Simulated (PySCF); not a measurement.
C₄H₃F₂NS.
Z-matrix (Å and degrees, GFN2-xTB geometry), rows numbered from 1:
```
F 
C   1  1.3578
F   2  1.3579  1  105.62
C   2  1.4954  1  111.24  3  -120.82
C   4  1.3648  2  125.56  1    58.79
S   5  1.7113  4  110.17  2   179.99
C   6  1.7355  5   88.34  4     0.02
N   7  1.2810  6  115.05  5    -0.02
H   2  1.0988  1  108.44  3   116.12
H   5  1.0708  4  128.13  2     0.00
H   7  1.0712  6  121.15  5   179.96
```

Method used: CAM-B3LYP/def2-SVPD in PySCF (dipole) on a GFN2-xTB geometry, gas phase.

Take the most abundant isotopes and a rigid rotor. The values belong to one conformer with, in the numbering `[F:1][CH:2]([F:3])[c:4]1[cH:5][s:6][cH:7][n:8]1`, F1–C2–C4–C5 59°.

Q: Give the principal moments of inertia and the rotational constants in cm⁻¹.

A: Ia = 120.76, Ib = 478.67, Ic = 510.51 u·Å²; 505379 MHz·u·Å²/I gives 4185, 1056 and 990.0 MHz, that is A = 0.13960, B = 0.03522, C = 0.03302 cm⁻¹.

Q: Classify the top.

A: A near-prolate asymmetric top; Ray's κ = -0.959.

Q: What does the inertial defect say?

A: Not planar: Δ = Ic − Ia − Ib = -88.92 u·Å². For a rigid frame Δ = −2 Σ m c², so Σ m c² = 44.46 u·Å² lies off the ab plane: 0.00 from hydrogen and 44.46 from heavier atoms. The atom farthest from that plane is 1.08 Å away.

Q: Give the other two planar moments, Paa and Pbb, and the rms extents of the mass along the axes.

A: Paa = Σ m a² = (Ib + Ic − Ia)/2 = 434.21 and Pbb = Σ m b² = (Ia + Ic − Ib)/2 = 76.30 u·Å². With the mass M = 135.00 u, the rms extents √(P/M) along a, b and c are 1.79, 0.75, 0.57 Å.

Q: Give the coordinates in the principal-axis frame, origin at the centre of mass.

A: The sense of each axis is arbitrary; atoms in the order of the calculation.
```csv
atom,mass (u),a (Å),b (Å),c (Å)
F1,18.998,-2.224,0.245,-1.082
C2,12.000,-1.678,-0.365,0.001
F3,18.998,-2.223,0.251,1.081
C4,12.000,-0.188,-0.239,0.001
C5,12.000,0.509,0.934,-0.002
S6,31.972,2.192,0.621,-0.001
C7,12.000,1.825,-1.075,0.001
N8,14.003,0.576,-1.360,0.002
H9,1.008,-1.994,-1.417,0.004
H10,1.008,0.123,1.933,-0.003
H11,1.008,2.604,-1.811,0.002
```

Q: List the rotational levels J(Ka,Kc) to J = 3 (K).

A: Above 0(0,0), as E/k:
J = 1: 1(0,1) 0.098, 1(1,1) 0.248, 1(1,0) 0.252
J = 2: 2(0,2) 0.294, 2(1,2) 0.442, 2(1,1) 0.451, 2(2,1) 0.902, 2(2,0) 0.902
J = 3: 3(0,3) 0.589, 3(1,3) 0.731, 3(1,2) 0.750, 3(2,2) 1.196, 3(2,1) 1.196, 3(3,1) 1.955, 3(3,0) 1.955

Q: Which lines would a microwave search look for?

A: The dipole components are |μa| = 2.65 D, |μb| = 0.24 D, |μc| = 0.00 D; the mirror of this Cs structure is the ab plane, so μc vanishes by symmetry and there are no c-type lines. Intensities carry the squares of the components, which stand as 1.00 : 0.01 (a : b). Some lines, for components of 0.1 D or more:

| type | branch | J(Ka,Kc) | MHz | lower level (cm⁻¹) |
| --- | --- | --- | --- | --- |
| b | R | 2(0,2) ← 1(1,1) | 961 | 0.173 |
| a | R | 1(0,1) ← 0(0,0) | 2046 | 0.000 |
| b | Q | 1(1,0) ← 1(0,1) | 3195 | 0.068 |
| b | Q | 2(1,1) ← 2(0,2) | 3262 | 0.205 |
| a | R | 2(1,2) ← 1(1,1) | 4026 | 0.173 |
| a | R | 2(0,2) ← 1(0,1) | 4090 | 0.068 |
| a | R | 2(1,1) ← 1(1,0) | 4157 | 0.175 |
| b | R | 1(1,1) ← 0(0,0) | 5175 | 0.000 |
| b | R | 2(1,2) ← 1(0,1) | 7155 | 0.068 |
| b | Q | 2(2,0) ← 2(1,1) | 9389 | 0.313 |
| b | Q | 2(2,1) ← 2(1,2) | 9586 | 0.307 |
| b | R | 2(2,1) ← 1(1,0) | 13545 | 0.175 |
| b | R | 2(2,0) ← 1(1,1) | 13612 | 0.173 |

No frequency check. No vibrational averaging or centrifugal distortion is included, and the geometry carries the error of its method. Quadrupole hyperfine structure (14N) is left out.
